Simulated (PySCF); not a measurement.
## Ti: ionisation energy

Ti [Ar] 3d2 4s2 (3F) → Ti⁺ [Ar] 3d2 4s1 (4F), as a difference of total energies. All numbers are calculated (PySCF 2.14, scalar relativity by spin-free X2C-1e, in cc-pVTZ-DK). Correlated levels: valence: [Ar] frozen. The calculations carry no spin-orbit coupling.

**Question.** Order these methods by the ionisation energy they give, lowest first.
A. SCS-MP2 (valence)
B. UHF
C. TPSS
D. MP2 (valence)

**Answer.** B (5.557 eV), D (6.346 eV), A (6.515 eV), C (6.562 eV).

Errors of the correlated levels include the incompleteness of this basis and the frozen core.

MP2 underrates the near-degeneracy of ns² with np² in the lower species.

For comparison: 6.828 eV (measured; NIST levels, between the centres of gravity of the two terms).
